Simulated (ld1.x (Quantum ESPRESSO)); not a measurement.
What one change does to a pseudopotential (Pd, TM semilocal)

Pd, norm-conserving Troullier–Martins (semilocal form), made with ld1.x (Quantum ESPRESSO) 7.5 (revPBE, scalar-relativistic). Core [Kr], reference 4d9.5 5s0 5p0 (charge +0.5). Waves: 5s (bound, empty): rc 2.70 bohr; 5p (bound, empty): rc 2.50 bohr; 4d (bound): rc 1.45 bohr; 4f channel at 0.45 Ry: rc 2.75 bohr. Local part: the f channel. Core correction: none.

All-electron outer shells of the reference configuration (revPBE, scalar-relativistic, ld1.x):

```
shell  level (eV)  outermost node (bohr)  outermost maximum (bohr)
   4p      -56.38                   0.46                      0.91
   4d       -8.91                   0.45                      1.10
   5s       -6.83                   1.15                      2.54
   5p       -2.94                   1.30                      3.66
```

Change: all radii scaled by about 0.91 (s 2.44, p 2.26, d 1.32, f 2.50 bohr).

Cutoffs: the cutoffs (Ry, on a coarse ladder) from which the occupation-weighted sum of valence levels, in a spherical-Bessel basis at the reference potential, stays within 10 and 1 mRy of its value at 400 Ry; they do not see the model core or the augmentation charge, which bear on the density cutoff. Errors are all-electron minus pseudo energies relative to the spin-unpolarised reference configuration.

Predict the effect on cutoff, ghosts and configuration errors.

The potential gets neither clearly harder nor softer (70 Ry and 80 Ry → 70 Ry and 90 Ry); of the 7 tests that both files solve, the error grows in 1 and shrinks in 1 by more than 15 % and 0.3 meV (median size 11.1 → 14.4 meV); neither file shows a bound ghost. A semilocal file is local in each channel, so a ghost entry of none says nothing of the separable form that plane-wave codes build from it.

| quantity | base | changed |
| --- | --- | --- |
| cutoff, loose | 70 Ry | 70 Ry |
| cutoff, tight | 80 Ry | 90 Ry |
| bound ghosts | none | none |
| error for 4d10 5s0 5p0, meV [ΔE -3.19 eV] | +1.0 | +1.0 |
| error for 4d9 5s0 5p0, meV [ΔE 5.83 eV] | -1.0 | -0.9 |
| error for 4d8 5s0 5p0, meV [ΔE 26.56 eV] | -40 | -39 |
| error for 4d6 5s0 5p0, meV [ΔE 110.12 eV] | -650 | -645 |
| error for 4d9 5s0 5p1, meV [ΔE 2.05 eV] | -10 | -7.9 |
| error for 4d9 5s1 5p0, meV [ΔE -1.64 eV] | -11 | -14 |
| error for 4d7 5s0 5p0, meV [ΔE 60.85 eV] | -218 | -216 |
